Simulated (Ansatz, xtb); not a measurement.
**Two isomers of C5H8OSi**

Structure X is `COC1=CC=C[SiH2]1`, a singlet and structure Y is `COC1=C[SiH2]C=C1`, a singlet. Both are isolated molecules in the gas phase, relaxed with B3LYP/def2-SVP; the shapes shown needn't be the lowest conformers.

X (Å):

```yaml
atoms:
  - { symbol: C, position_ang: [1.2103, 3.6302, -1.6421] }
  - { symbol: C, position_ang: [1.0523, 1.3563, -1.0143] }
  - { symbol: C, position_ang: [-0.1902, 1.1344, -1.5240] }
  - { symbol: C, position_ang: [-0.7010, -0.2409, -1.3374] }
  - { symbol: C, position_ang: [0.0737, -1.1509, -0.6962] }
  - { symbol: O, position_ang: [1.7774, 2.4893, -1.0264] }
  - { symbol: Si, position_ang: [1.6568, -0.2739, -0.2301] }
  - { symbol: H, position_ang: [1.9443, 4.4417, -1.5506] }
  - { symbol: H, position_ang: [0.9998, 3.4447, -2.7108] }
  - { symbol: H, position_ang: [0.2703, 3.9279, -1.1436] }
  - { symbol: H, position_ang: [-0.8005, 1.8807, -2.0383] }
  - { symbol: H, position_ang: [-1.6975, -0.4840, -1.7262] }
  - { symbol: H, position_ang: [-0.2496, -2.1798, -0.5291] }
  - { symbol: H, position_ang: [1.9128, -0.1399, 1.2339] }
  - { symbol: H, position_ang: [2.8963, -0.7919, -0.8798] }
```

Y (Å):

```yaml
atoms:
  - { symbol: C, position_ang: [1.2341, 3.5109, -2.0399] }
  - { symbol: C, position_ang: [1.0497, 1.2662, -1.3183] }
  - { symbol: C, position_ang: [-0.1955, 1.3655, -0.7790] }
  - { symbol: C, position_ang: [1.0368, -1.0556, -0.6532] }
  - { symbol: C, position_ang: [1.7247, -0.0613, -1.2488] }
  - { symbol: O, position_ang: [1.7885, 2.2168, -1.9248] }
  - { symbol: Si, position_ang: [-0.6144, -0.3235, -0.1088] }
  - { symbol: H, position_ang: [1.9787, 4.1315, -2.5557] }
  - { symbol: H, position_ang: [0.2993, 3.4960, -2.6279] }
  - { symbol: H, position_ang: [1.0199, 3.9452, -1.0472] }
  - { symbol: H, position_ang: [-0.7805, 2.2845, -0.7733] }
  - { symbol: H, position_ang: [-1.7926, -0.9813, -0.7520] }
  - { symbol: H, position_ang: [-0.8260, -0.3792, 1.3699] }
  - { symbol: H, position_ang: [1.4415, -2.0648, -0.5512] }
  - { symbol: H, position_ang: [2.7274, -0.1503, -1.6805] }
```

Energies in hartree; the thermal terms are from GFN2-xTB frequencies at re-optimised GFN2-xTB minima (ideal gas, soft modes damped towards free rotors, one conformer each, 298.15 K, 1 atm) and include the zero-point energy:

|  | X | Y |
| --- | --- | --- |
| E, CCSD(T)/def2-SVP | −558.484266 | −558.494521 |
| E, MP2/def2-SVP | −558.382858 | −558.393715 |
| E, MP2/def2-TZVPP | −559.008413 | −559.020107 |
| zero-point energy | 0.110888 | 0.111008 |
| H(298 K) − E | 0.119782 | 0.119806 |
| G(298 K) − E | 0.079024 | 0.079246 |

Q: Correct the CCSD(T) difference for the basis set by the MP2 change, then work out ΔE, ΔE₀, ΔH and ΔG for X → Y in kcal/mol (1 Eh = 627.51 kcal/mol) and the equilibrium ratio [Y]/[X].

A: 1. Differences Y − X: CCSD(T) −0.010255, MP2 in the small set −0.010857, MP2 in the large set −0.011694 Eh.
2. ΔE = −0.010255 + (−0.011694 − (−0.010857)) = −0.011092 Eh = −6.96 kcal/mol.
3. ΔE₀ = ΔE + ΔZPE = −0.011092 + (+0.000120) Eh = −6.89 kcal/mol.
4. ΔH = ΔE + (+0.000024) Eh = −6.95 kcal/mol.
5. ΔG = ΔE + (+0.000222) Eh = −6.82 kcal/mol, so ΔS = (ΔH − ΔG)/T = −1.7 J/(mol K).
6. kT = 0.9442 mEh, so K = [Y]/[X] = exp(−ΔG/kT) = exp(+11.51) ≈ 1.0 × 10^5.

Structure Y is favoured at this temperature. An error of 1 kcal/mol in ΔG would change K by a factor of 5.4. Mirror images and further conformers aren't counted.

As drawn, both hold the same kinds of bond in the same numbers.

Other levels gave ΔE = −1.7 (GFN2-xTB); −1.9 (HF/STO-3G, GFN2-xTB geometries); −6.0 (r2SCAN-D4/def2-SVP, GFN2-xTB geometries); −5.5 (B3LYP/def2-SVP); −7.3 (HF/def2-SVP); −6.8 (MP2/def2-SVP); −6.4 (CCSD(T)/def2-SVP) kcal/mol. The correlated steps freeze 11 core orbitals. Programs: Ansatz 0.2.0, xtb 6.7.1.
